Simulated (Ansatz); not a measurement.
```yaml
atoms:
  - { symbol: C, position_ang: [0.0119, 0.0383, -0.5575] }
  - { symbol: O, position_ang: [0.0829, 0.0471, 0.6783] }
  - { symbol: H, position_ang: [-0.0319, -0.9824, -1.1199] }
  - { symbol: H, position_ang: [-0.0330, 0.8562, -1.1194] }
```

Basis set: STO-3G (spherical functions). Left uncorrelated: 2 orbitals. Charge 0, multiplicity 1.

Computed with Ansatz (development build ahead of 0.2.0); each method stands on the lowest determinant of its kind that the runs found. Restricted open shells among the atoms or ions are ROHF, correlated in semicanonical orbitals with singles.

The atomization energy at this shape (free ground-state atoms in the same class of orbitals less the molecule, no zero-point energy) of singlet CH₂O:

| method | atomization energy |
| --- | --- |
| RHF-MP2 | 13.96 eV |

(1) What does RHF give?

Results:

(1) 10.97 eV. Caution: the shape is not the minimum.

This basis has no polarisation functions and is too small for such energies, which can lie far from measured ones in either direction.
